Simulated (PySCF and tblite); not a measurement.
Results of a calculation; reference values are marked as such.
# Barrier and rate of a ring inversion

System: C7H9B, numbered as in [BH2:1][C:2]1=[CH:3][CH2:4][CH:5]=[CH:6][CH:7]=[CH:8]1.

Motion: inversion of the 7-membered ring (2–3–4–5–6–7–8). The path came from a restrained scan, a climbing-image band and a saddle search at GFN2-xTB; energies are CAM-B3LYP/pcSseg-1 + D3(BJ), IEF-PCM dimethylsulfoxide//GFN2-xTB, thermal terms GFN2-xTB. Rates follow Eyring's equation with the number of equivalent paths and no tunnelling. Run with tblite and PySCF.

| point | symmetry | E(GFN2) kcal/mol | E(DFT) kcal/mol | ZPE change kcal/mol | lowest mode cm⁻¹ | dipole D |
| --- | --- | --- | --- | --- | --- | --- |
| start | C1 | 0.0 | 0.0 | 0.00 | 129 | 2.16 |
| saddle | Cs | 9.3 | 6.2 | -0.01 | 105i | 2.52 |
| end | C1 | 0.0 | 0.0 | 0.00 | 129 | 2.16 |

```json
{
 "Electronic barrier": "6.2 kcal/mol",
 "Barrier with zero-point energy": "6.2 kcal/mol",
 "ΔH‡ (298 K)": "5.9 kcal/mol",
 "ΔS‡ (298 K, symmetry apart)": "-1.8 cal/(mol K)",
 "Paths": "1 equivalent path",
 "End point": "the same structure with atoms interchanged, or its mirror image",
 "Mean lifetime of the start against this motion at 298 K": "8.1 ns",
 "Cost": "52 s on 1 thread of Intel Xeon 6975P-C, on a host shared with other jobs (rough), peak memory 1 GiB, launched as `OMP_NUM_THREADS=1 python ens_run.py task.json out`"
}
```

```json
{"T/K": "200", "ΔG‡ kcal/mol": "6.3", "k s⁻¹": "6×10⁵"}
{"T/K": "250", "ΔG‡ kcal/mol": "6.3", "k s⁻¹": "1.5×10⁷"}
{"T/K": "298", "ΔG‡ kcal/mol": "6.4", "k s⁻¹": "1.2×10⁸"}
{"T/K": "350", "ΔG‡ kcal/mol": "6.5", "k s⁻¹": "6.2×10⁸"}
{"T/K": "400", "ΔG‡ kcal/mol": "6.6", "k s⁻¹": "2×10⁹"}
```

ΔG and ΔG‡ leave out symmetry numbers and mirror images; rates count paths: 1 out.
